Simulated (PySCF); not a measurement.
A geometry optimisation, step by step.

Compound: C2H2BCl3Si.
Numbering: `[CH:1]#[C:2][Si@@H:3]([Cl:4])[B:5]([Cl:6])[Cl:7]` (hydrogens: H8 on C1; H9 on Si3)

Computed by this run: PBE0-D3(BJ)/def2-SVP geometry optimisation, gas phase (PySCF 2.14.0); density fitting, grid level 1; the optimiser is geomeTRIC in internal coordinates, started from a GFN2-xTB structure with every atom displaced at random (about 0.01 Å). The frame can shift and turn from step to step; on so coarse a grid that alone can change the energy by a few meV, and forces under 0.02 eV/Å are noise.

Step 0: E = -48194.8172 eV, largest atomic force 1.636 eV/Å
```
atom  x, y, z in Å  |  force x, y, z in eV/Å
C1      2.250    1.163    0.175    0.315   0.496  -0.014
C2      1.345    0.380    0.007   -1.177  -0.823  -0.152
Si3    -0.044   -0.847   -0.204    1.318   0.908   0.341
Cl4     0.185   -2.190    1.315   -0.176  -0.498   0.589
B5     -1.793    0.084   -0.103   -0.136   0.183   0.286
Cl6    -2.911    0.076   -1.404   -0.432  -0.138  -0.777
Cl7    -2.245    0.976    1.306    0.087   0.184   0.526
H8      3.019    1.895    0.301    0.272   0.126   0.069
H9      0.252   -1.554   -1.426   -0.071  -0.439  -0.868
```

Step 1: E = -48194.9141 eV, largest atomic force 0.582 eV/Å
```
atom  x, y, z in Å  |  force x, y, z in eV/Å
C1      1.771   -1.145    0.699    0.149   0.339   0.025
C2      0.928   -2.013    0.585    0.025  -0.558   0.049
Si3    -0.265   -3.395    0.437   -0.528   0.224   0.096
Cl4    -0.126   -4.737    2.033    0.111   0.195  -0.243
B5     -2.115   -2.544    0.588    0.114  -0.211  -0.254
Cl6    -3.264   -2.604   -0.740    0.141   0.032   0.210
Cl7    -2.539   -1.728    2.064   -0.045   0.037   0.023
H8      2.501   -0.359    0.804   -0.045  -0.055  -0.018
H9     -0.054   -4.131   -0.842    0.079  -0.002   0.112
```

Step 2: E = -48194.9368 eV, largest atomic force 0.238 eV/Å
```
atom  x, y, z in Å  |  force x, y, z in eV/Å
C1      1.783   -1.160    0.700   -0.113   0.052  -0.021
C2      0.937   -2.028    0.588    0.203  -0.111   0.058
Si3    -0.287   -3.376    0.435   -0.175   0.035   0.035
Cl4    -0.100   -4.718    2.013    0.030   0.067  -0.050
B5     -2.127   -2.544    0.586   -0.011  -0.046  -0.107
Cl6    -3.278   -2.605   -0.728    0.057  -0.001   0.066
Cl7    -2.557   -1.724    2.060   -0.011   0.018   0.035
H8      2.513   -0.376    0.801    0.020  -0.009  -0.004
H9     -0.048   -4.123   -0.828    0.000  -0.005  -0.012
```

Step 3: E = -48194.9412 eV, largest atomic force 0.122 eV/Å
```
atom  x, y, z in Å  |  force x, y, z in eV/Å
C1      1.792   -1.169    0.697   -0.082   0.047  -0.020
C2      0.951   -2.043    0.589    0.102  -0.063   0.022
Si3    -0.297   -3.370    0.434    0.019   0.017  -0.004
Cl4    -0.093   -4.706    2.008   -0.001  -0.005   0.025
B5     -2.131   -2.538    0.589   -0.029   0.013  -0.001
Cl6    -3.280   -2.607   -0.721   -0.007   0.001  -0.002
Cl7    -2.563   -1.719    2.065    0.003   0.000   0.001
H8      2.522   -0.385    0.794    0.018  -0.015  -0.001
H9     -0.062   -4.120   -0.828   -0.023   0.005  -0.019
```

Step 4: E = -48194.9428 eV, largest atomic force 0.062 eV/Å
```
atom  x, y, z in Å  |  force x, y, z in eV/Å
C1      1.796   -1.175    0.690   -0.051   0.032  -0.015
C2      0.963   -2.057    0.588    0.040  -0.034   0.002
Si3    -0.301   -3.370    0.436    0.053   0.011  -0.021
Cl4    -0.094   -4.704    2.011   -0.013  -0.024   0.032
B5     -2.131   -2.531    0.593   -0.011   0.025   0.039
Cl6    -3.282   -2.599   -0.714   -0.019  -0.001  -0.023
Cl7    -2.560   -1.711    2.070    0.006  -0.001  -0.005
H8      2.525   -0.389    0.782    0.015  -0.011  -0.001
H9     -0.079   -4.120   -0.829   -0.018   0.003  -0.008
```

Step 5: E = -48194.9437 eV, largest atomic force 0.055 eV/Å
```
atom  x, y, z in Å  |  force x, y, z in eV/Å
C1      1.798   -1.184    0.675   -0.006   0.011  -0.004
C2      0.978   -2.079    0.583   -0.014  -0.001  -0.013
Si3    -0.303   -3.375    0.439    0.032   0.002  -0.016
Cl4    -0.103   -4.708    2.016   -0.015  -0.025   0.015
B5     -2.126   -2.517    0.603    0.019   0.019   0.048
Cl6    -3.279   -2.581   -0.702   -0.024   0.004  -0.018
Cl7    -2.545   -1.692    2.081    0.005  -0.002  -0.015
H8      2.524   -0.394    0.761    0.006  -0.005  -0.003
H9     -0.106   -4.126   -0.830   -0.003  -0.004   0.007
```

Step 6: E = -48194.9438 eV, largest atomic force 0.035 eV/Å
```
atom  x, y, z in Å  |  force x, y, z in eV/Å
C1      1.797   -1.190    0.662    0.017  -0.005   0.002
C2      0.986   -2.094    0.578   -0.030   0.012  -0.014
Si3    -0.304   -3.382    0.442    0.000  -0.006  -0.006
Cl4    -0.115   -4.717    2.020   -0.009  -0.010  -0.004
B5     -2.119   -2.506    0.613    0.021   0.010   0.026
Cl6    -3.279   -2.560   -0.688   -0.009   0.003  -0.005
Cl7    -2.525   -1.674    2.089    0.004   0.003  -0.004
H8      2.521   -0.398    0.742   -0.001  -0.001  -0.005
H9     -0.124   -4.135   -0.829    0.007  -0.006   0.011
```

Step 7: E = -48194.9439 eV, largest atomic force 0.021 eV/Å
```
atom  x, y, z in Å  |  force x, y, z in eV/Å
C1      1.795   -1.193    0.657    0.014  -0.009   0.002
C2      0.985   -2.098    0.575   -0.016   0.010  -0.008
Si3    -0.305   -3.386    0.442   -0.013  -0.006   0.003
Cl4    -0.121   -4.722    2.020   -0.003  -0.001  -0.009
B5     -2.115   -2.501    0.616    0.009   0.002   0.005
Cl6    -3.279   -2.551   -0.683   -0.001   0.003   0.005
Cl7    -2.514   -1.665    2.092    0.004   0.005   0.000
H8      2.518   -0.400    0.735   -0.002  -0.001  -0.005
H9     -0.127   -4.141   -0.827    0.005  -0.004   0.007
```

Problem. Summarise the path.

Solution. The energy falls by 12.23 kJ/mol from step 0 to step 7; nine tenths of that is first reached at step 2. It falls at every step. The largest force goes from 1.636 to 0.021 eV/Å. Among the bonds Si3–H9 changes most, from 1.442 to 1.488 Å; the atoms move by 0.086 Å rms after alignment.

Problem. Follow the three bonds and two angles with the largest change from start to end.

Solution. 
| step | E above end (kJ/mol) | largest force (eV/Å) | Si3–H9 (Å) | Si3–B5 (Å) | C2–Si3 (Å) | Cl4–Si3–B5 (°) | C2–Si3–Cl4 (°) |
| --- | --- | --- | --- | --- | --- | --- | --- |
| 0 | 12.23 | 1.636 | 1.442 | 1.984 | 1.866 | 111.7 | 105.4 |
| 1 | 2.87 | 0.582 | 1.491 | 2.042 | 1.833 | 105.8 | 112.3 |
| 2 | 0.68 | 0.238 | 1.486 | 2.025 | 1.827 | 106.9 | 110.6 |
| 3 | 0.25 | 0.122 | 1.487 | 2.019 | 1.828 | 107.2 | 109.7 |
| 4 | 0.10 | 0.062 | 1.487 | 2.019 | 1.829 | 107.4 | 109.3 |
| 5 | 0.01 | 0.055 | 1.488 | 2.021 | 1.828 | 107.3 | 109.2 |
| 6 | 0.00 | 0.035 | 1.488 | 2.022 | 1.828 | 107.2 | 109.4 |
| 7 | 0.00 | 0.021 | 1.488 | 2.022 | 1.828 | 107.2 | 109.6 |

What follows is the cost of the whole optimisation. On an Arm Neoverse V1 with one thread, shared host, this took 59 s wall and 0.53 GiB of memory at its peak.
